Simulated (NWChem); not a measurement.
The numbers come from NWChem runs, not from measurements. System: iodine monochloride (ClI), charge 0, spin multiplicity 1, at a geometry optimised with B3LYP/def2-SVP with def2 effective core potentials on I. Level: RHF/def2-TZVP with def2 effective core potentials on I.

The NWChem input:

```
start mol
memory heap 200 mb stack 800 mb global 1000 mb
geometry units angstroms nocenter noautoz
  Cl     0.000000     0.000000     1.807518
  I      0.000000     0.000000    -0.579770
  symmetry group C2v
end
basis spherical
  * library def2-tzvp
end
ecp
  I library def2-ecp
end
scf
  rhf
  nopen 0
  maxiter 100
  thresh 1e-7
  semidirect memsize 60000000 filesize 0
end
task scf energy
```

Output (cleaned and shortened):

```
             Northwest Computational Chemistry Package (NWChem) 7.3.0
             --------------------------------------------------------

                                NWChem Input Module
                                -------------------

 Scaling coordinates for geometry "geometry" by  1.889725989
 (inverse scale =  0.529177249)

 Turning off AUTOSYM since
 SYMMETRY directive was detected!

                             Geometry "geometry" -> ""
                             -------------------------

 Output coordinates in angstroms (scale by  1.889725989 to convert to a.u.)

  No.       Tag          Charge          X              Y              Z
 ---- ---------------- ---------- -------------- -------------- --------------
    1 Cl                  17.0000     0.00000000     0.00000000     1.80751800
    2 I                   53.0000     0.00000000     0.00000000    -0.57977000

 Effective nuclear repulsion energy (a.u.)     199.7198081458

            Nuclear Dipole moment (a.u.)
            ----------------------------
        X                 Y               Z
 ---------------- ---------------- ----------------
     0.0000000000     0.0000000000    -0.0000075589

      Symmetry information
      --------------------

 Group name             C2v
 Group number             16
 Group order               4
 No. of unique centers     2

      Symmetry unique atoms

     1    2


 Summary of "ao basis" -> "" (spherical)
 ------------------------------------------------------------------------------
       Tag                 Description            Shells   Functions and Types
 ---------------- ------------------------------  ------  ---------------------
 *                         def2-tzvp                  on all atoms

 Summary of "ao basis" -> "ao basis" (spherical)
 ------------------------------------------------------------------------------
       Tag                 Description            Shells   Functions and Types
 ---------------- ------------------------------  ------  ---------------------
 Cl                        def2-tzvp                13       37   5s5p2d1f
 I                         def2-tzvp                16       50   6s5p3d2f

                                 NWChem SCF Module
                                 -----------------

  ao basis        = "ao basis"
  functions       =    87
  atoms           =     2
  closed shells   =    21
  open shells     =     0
  charge          =   0.00
  wavefunction    = RHF
  use symmetry    = T
  symmetry adapt  = T

 Summary of "ao basis" -> "ao basis" (spherical)
 ------------------------------------------------------------------------------
       Tag                 Description            Shells   Functions and Types
 ---------------- ------------------------------  ------  ---------------------
 Cl                        def2-tzvp                13       37   5s5p2d1f
 I                         def2-tzvp                16       50   6s5p3d2f

      Symmetry analysis of basis
      --------------------------

        a1         37
        a2          8
        b1         21
        b2         21

 Forming initial guess at       0.1s

      Superposition of Atomic Density Guess
      -------------------------------------

 Sum of atomic energies:        -806.63952018

      Non-variational initial energy
      ------------------------------

 Total energy =    -756.153065
 1-e energy   =   -1340.564727
 2-e energy   =     490.204205
 HOMO         =      -0.315914
 LUMO         =      -0.148646

      Symmetry analysis of molecular orbitals - initial
      -------------------------------------------------

 !! scf_movecs_sym_adapt:   58 vectors were symmetry contaminated

  Symmetry fudging

 !! scf_movecs_sym_adapt:   50 vectors were symmetry contaminated

  Numbering of irreducible representations:

     1 a1          2 a2          3 b1          4 b2

  Orbital symmetries:

     1 a1          2 a1          3 a1          4 b1          5 b2
     6 a1          7 a1          8 b1          9 b2         10 a1
    11 b2         12 b1         13 a1         14 a2         15 a1
    16 a1         17 a1         18 b1         19 b2         20 b2
    21 b1         22 a1         23 a1         24 b2         25 b1
    26 b2         27 b1         28 a1         29 a2         30 a1
    31 a1

 Starting SCF solution at       2.1s

 ----------------------------------------------
         Quadratically convergent ROHF

 Convergence threshold     :          1.000E-07
 Maximum no. of iterations :          100
 Final Fock-matrix accuracy:          1.000E-09
 ----------------------------------------------

              iter       energy          gnorm     gmax       time
             ----- ------------------- --------- --------- --------
                 1     -756.1494071762  4.50D-01  1.40D-01      2.1
                 2     -756.1623258226  1.41D-01  2.73D-02      2.1
                 3     -756.1638159821  1.16D-02  3.77D-03      2.2
                 4     -756.1638326824  3.84D-05  8.14D-06      2.4
                 5     -756.1638326825  4.85D-09  1.01D-09      2.5

       Final RHF  results
       ------------------

         Total SCF energy =   -756.163832682465
      One-electron energy =  -1340.209375044412
      Two-electron energy =    489.838085689409
 Nuclear repulsion energy =     94.207456672539

        Time for solution =      0.5s

       Symmetry analysis of molecular orbitals - final
       -----------------------------------------------

  Numbering of irreducible representations:

     1 a1          2 a2          3 b1          4 b2

  Orbital symmetries:

     1 a1          2 a1          3 a1          4 b2          5 b1
     6 a1          7 a1          8 b2          9 b1         10 a1
    11 b2         12 b1         13 a1         14 a2         15 a1
    16 a1         17 a1         18 b2         19 b1         20 b2
    21 b1         22 a1         23 a1         24 b2         25 b1
    26 a1         27 a2         28 b2         29 b1         30 a1
    31 a1

             Final eigenvalues
             -----------------

              1
    1 -104.8616
    2  -10.5871
    3   -8.0537
    4   -8.0519
    5   -8.0519
    6   -7.7887
    7   -5.6468
    8   -5.6312
    9   -5.6312
   10   -2.3428
   11   -2.3362
   12   -2.3362
   13   -2.3189
   14   -2.3189
   15   -1.1060
   16   -0.8924
   17   -0.5215
   18   -0.5033
   19   -0.5033
   20   -0.3914
   21   -0.3914
   22   -0.0126
   23    0.2417
   24    0.2589
   25    0.2589
   26    0.3322
   27    0.3322
   28    0.3325
   29    0.3325
   30    0.3447
   31    0.4613

                       ROHF Final Molecular Orbital Analysis
                       -------------------------------------

 Vector   19  Occ=2.000000D+00  E=-5.032641D-01  Symmetry=b1
              MO Center=  4.0D-15, -3.7D-30,  1.4D+00, r^2= 2.0D+00
   Bfn.  Coefficient  Atom+Function         Bfn.  Coefficient  Atom+Function
  ----- ------------  ---------------      ----- ------------  ---------------
    15      0.495340  1 Cl px                18      0.302474  1 Cl px
    53      0.229648  2 I  px                12      0.226116  1 Cl px
    47     -0.186138  2 I  px                 6     -0.179176  1 Cl px

 Vector   20  Occ=2.000000D+00  E=-3.914253D-01  Symmetry=b2
              MO Center= -2.2D-30,  1.4D-15, -1.9D-01, r^2= 2.8D+00
   Bfn.  Coefficient  Atom+Function         Bfn.  Coefficient  Atom+Function
  ----- ------------  ---------------      ----- ------------  ---------------
    54      0.544011  2 I  py                48     -0.426673  2 I  py
    51      0.339730  2 I  py                16     -0.251482  1 Cl py
    57      0.237218  2 I  py                19     -0.200207  1 Cl py

 Vector   21  Occ=2.000000D+00  E=-3.914253D-01  Symmetry=b1
              MO Center= -1.5D-15, -4.6D-31, -1.9D-01, r^2= 2.8D+00
   Bfn.  Coefficient  Atom+Function         Bfn.  Coefficient  Atom+Function
  ----- ------------  ---------------      ----- ------------  ---------------
    53      0.544011  2 I  px                47     -0.426673  2 I  px
    50      0.339730  2 I  px                15     -0.251482  1 Cl px
    56      0.237218  2 I  px                18     -0.200207  1 Cl px

 Vector   22  Occ=0.000000D+00  E=-1.256717D-02  Symmetry=a1
              MO Center= -6.2D-16,  2.4D-15, -1.5D-03, r^2= 4.2D+00
   Bfn.  Coefficient  Atom+Function         Bfn.  Coefficient  Atom+Function
  ----- ------------  ---------------      ----- ------------  ---------------
    58      0.551767  2 I  pz                20      0.456583  1 Cl pz
    55      0.428792  2 I  pz                 5     -0.356804  1 Cl s
    49     -0.336078  2 I  pz                17      0.304997  1 Cl pz
    52      0.263364  2 I  pz                43      0.238950  2 I  s
    42      0.192707  2 I  s                 14      0.157579  1 Cl pz

 Vector   23  Occ=0.000000D+00  E= 2.417205D-01  Symmetry=a1
              MO Center=  5.8D-15,  1.7D-14, -9.2D-01, r^2= 6.3D+00
   Bfn.  Coefficient  Atom+Function         Bfn.  Coefficient  Atom+Function
  ----- ------------  ---------------      ----- ------------  ---------------
    58      1.726109  2 I  pz                55     -1.315433  2 I  pz
     5     -0.550603  1 Cl s                 49      0.243953  2 I  pz

 Vector   24  Occ=0.000000D+00  E= 2.589441D-01  Symmetry=b2
              MO Center=  1.9D-30, -1.5D-14, -7.8D-01, r^2= 6.3D+00
   Bfn.  Coefficient  Atom+Function         Bfn.  Coefficient  Atom+Function
  ----- ------------  ---------------      ----- ------------  ---------------
    57      1.593951  2 I  py                54     -1.332662  2 I  py
    48      0.212421  2 I  py                70     -0.185497  2 I  d -1

 center of mass
 --------------
 x =   0.00000000 y =   0.00000000 z =  -0.12101936

 moments of inertia (a.u.)
 ------------------
         557.939730452018           0.000000000000           0.000000000000
           0.000000000000         557.939730452018           0.000000000000
           0.000000000000           0.000000000000           0.000000000000

  Mulliken analysis of the total density
  --------------------------------------

    Atom       Charge   Shell Charges
 -----------   ------   -------------------------------------------------------
    1 Cl  17    17.22   2.01  0.45  1.52  1.10  0.89  4.18  1.69  1.04  2.82  1.47  0.01  0.04  0.00
    2 I   25    24.78   0.19 -0.77  1.58  1.01  1.14  0.81 -0.49  6.44  1.28  2.69  0.81  9.24  0.76  0.08  0.02  0.00

       Multipole analysis of the density wrt the origin
       ------------------------------------------------

     L   x y z        total         open         nuclear
     -   - - -        -----         ----         -------
     0   0 0 0      0.000000      0.000000     42.000000

     1   1 0 0     -0.000000      0.000000      0.000000
     1   0 1 0      0.000000      0.000000      0.000000
     1   0 0 1     -0.606950      0.000000     30.676973

     2   2 0 0    -29.968032      0.000000      0.000000
     2   1 1 0      0.000000      0.000000      0.000000
     2   1 0 1     -0.000000      0.000000      0.000000
     2   0 2 0    -29.968032      0.000000      0.000000
     2   0 1 1      0.000000      0.000000      0.000000
     2   0 0 2    -27.202736      0.000000    228.349543

 Task  times  cpu:        2.5s     wall:        2.5s

 Total times  cpu:        2.6s     wall:        2.6s
```
